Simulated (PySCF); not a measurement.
In(H)(Cl)(Br), HBrClIn, SMILES [Cl][InH][Br] at its CAM-B3LYP/def2-SVP optimised geometry (Å):

```
4

In    -0.1544     0.0340     0.0000
H      1.5462     0.0340     0.0000
Cl    -1.4072     2.0059     0.0000
Br    -1.5462    -2.0059    -0.0004
```

Computed with CAM-B3LYP/def2-TZVP, def2 effective core potentials past Kr run with PySCF. The core electrons that the potentials of In replace are not part of the density. Cells within 0.4 Å of a nucleus heavier than hydrogen are left out (blank, or x).

Map of the electrostatic potential (hartree/e), clipped to [-0.08, 0.12] on the plane z = 0.0 Å:

```
|111110000000011111111111122|
|111000000000001111111122222|
|110000001000000111112222222|
|100000122210000111122222222|
|000001269983100111222222222|
|000001699999311122222222222|
|000002999999922222222222222|
|00000299xxx9953333322222222|
|000002999x99987654332222222|
|000001699999999975333222222|
|000000289999999996543322222|
|000000149999999999974322222|
|000000149999xx9999996332222|
|000001249999xx9999996332222|
|000001249999999999995322222|
|000001379999999999964322222|
|000002799999999996443222222|
|000015999999999964333222222|
|00002999xx99986543332222222|
|00012999xx99954333322222222|
|100129999999932222222222222|
|111126999999411122222222222|
|111123799995111112222222222|
|111112345531001111222222222|
|111111222111001111122222222|
|111111111110011111112222222|
|111111111111111111111122222|
```
Scale: ten equal steps from -0.026 (start of '0') to 0.120 (end of '9'), in the order '0123456789'; x runs from -4.50 to 4.50, y from -4.50 (bottom) to 4.50 (top).
